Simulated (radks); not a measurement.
The numbers below are computed, except where a source is named.
Question: The mean radii <r> (bohr) of the occupied orbitals of an atom or ion are listed with their occupations. Level of theory: Dirac Kohn-Sham, LDA (Slater exchange, Perdew-Wang correlation), spin-unpolarised, spherical densities, point nucleus (a radial shooting solver on a logarithmic mesh with Libxc functionals).

orbital  occ.      <r>
1s1/2       2  0.02365
2s1/2       2   0.1006
2p1/2       2  0.08425
2p3/2       4  0.09066
3s1/2       2   0.2663
3p1/2       2   0.2559
3p3/2       4   0.2684
3d3/2       4   0.2396
3d5/2       6   0.2435
4s1/2       2   0.6067
4p1/2       2   0.6226
4p3/2       4   0.6509
4d3/2       4   0.6981
4d5/2       6   0.7081
5s1/2       2    1.435
5p1/2       2    1.592
5p3/2       4    1.669
4f5/2       3   0.9672

Name the element and its charge. Open shells, if any, fill j = l - 1/2 first.

Answer: Z = 60, neodymium, charge +3: Nd3+ in [Xe] 4f3. The 1s radius gives Z: for a bare nucleus <r> = (2 gamma + 1)/(2Z) with gamma = sqrt(1 - (Z/c)^2), 0.02332 bohr for Z = 60, and screening makes it slightly larger (0.02365 here). The occupations add up to 57, and the charge is Z minus that.
